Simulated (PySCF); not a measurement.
Species: C₆H₈FN.
SMILES with atom numbers: `[CH3:1]/[C:2]([C:3]#[N:4])=[C:5](/[CH3:6])[CH2:7][F:8]` (hydrogens: H9, H10, H11 on C1; H12, H13, H14 on C6; H15, H16 on C7)

Cartesian coordinates in Å at the PBE0-D3(BJ)/def2-SVP level; atoms count from 1:
```
atom  x, y, z in Å
C1     1.9504   -0.0595    0.2715
C2     0.6480    0.6951    0.1792
C3     0.7185    2.1237    0.1815
N4     0.8107    3.2811    0.1891
C5    -0.5562    0.0822    0.0995
C6    -1.8622    0.7948    0.0078
C7    -0.6018   -1.4198    0.1036
F8    -1.8835   -1.8859    0.0211
H9     2.0977   -0.7124   -0.6041
H10    2.8052    0.6255    0.3237
H11    1.9796   -0.7000    1.1680
H12   -2.3915    0.5071   -0.9141
H13   -1.7310    1.8838    0.0218
H14   -2.5199    0.4986    0.8397
H15   -0.0241   -1.8260   -0.7471
H16   -0.1431   -1.8163    1.0281
```

Level: wB97X-D/def2-SVPD in PySCF, non-relativistic, on one gas-phase PBE0-D3(BJ)/def2-SVP geometry that isn't relaxed in the solvent. The solvent is an IEF-PCM continuum (cavity from Bondi-type radii × 1.2), and excitations are vertical TDDFT with non-equilibrium linear response and a frozen core. Only the electrostatic response of the medium enters.

```json
{"run": "gas", "E − E(gas) (kJ/mol)": "0.00", "HOMO (eV)": "-9.28", "HOMO–LUMO gap (eV)": "9.68", "dipole (D)": "3.82", "lowest singlet (eV)": "5.88", "static polarisability (au)": "79.1"}
{"run": "P", "E − E(gas) (kJ/mol)": "-34.18", "HOMO (eV)": "-9.09", "HOMO–LUMO gap (eV)": "9.63", "dipole (D)": "5.32", "lowest singlet (eV)": "5.65", "static polarisability (au)": "107.5"}
{"run": "Q", "E − E(gas) (kJ/mol)": "-28.24", "HOMO (eV)": "-9.12", "HOMO–LUMO gap (eV)": "9.64", "dipole (D)": "5.04", "lowest singlet (eV)": "5.69", "static polarisability (au)": "101.5"}
```

Question: The runs were made in dimethylsulfoxide and tetrahydrofuran. Which run belongs to which solvent?

Answer: P = dimethylsulfoxide, Q = tetrahydrofuran. The dielectric constants are 7.426 (tetrahydrofuran), 46.83 (dimethylsulfoxide), and the energy falls further as ε rises. The optical constants n² used for the excitations are 1.97, 2.19 in the same order. In this model the ground state sees the solvent through ε alone.

Question: How constant is the ratio of the lowering to (ε − 1)/(2ε + 1)?

Answer: 
| solvent | (ε − 1)/(2ε + 1) | E − E(gas) (kJ/mol) | ratio (kJ/mol) | polarisation term (kJ/mol) |
| --- | --- | --- | --- | --- |
| tetrahydrofuran | 0.405 | -28.24 | -69.7 | -33.91 |
| dimethylsulfoxide | 0.484 | -34.18 | -70.6 | -42.66 |

The ratio changes by +1.4 % in size from tetrahydrofuran to dimethylsulfoxide. The polarisation term is half the interaction of the solute with the induced surface charges.

wB97X-D is run here without its empirical dispersion term; that term would change no orbital, density or response property at a fixed geometry.
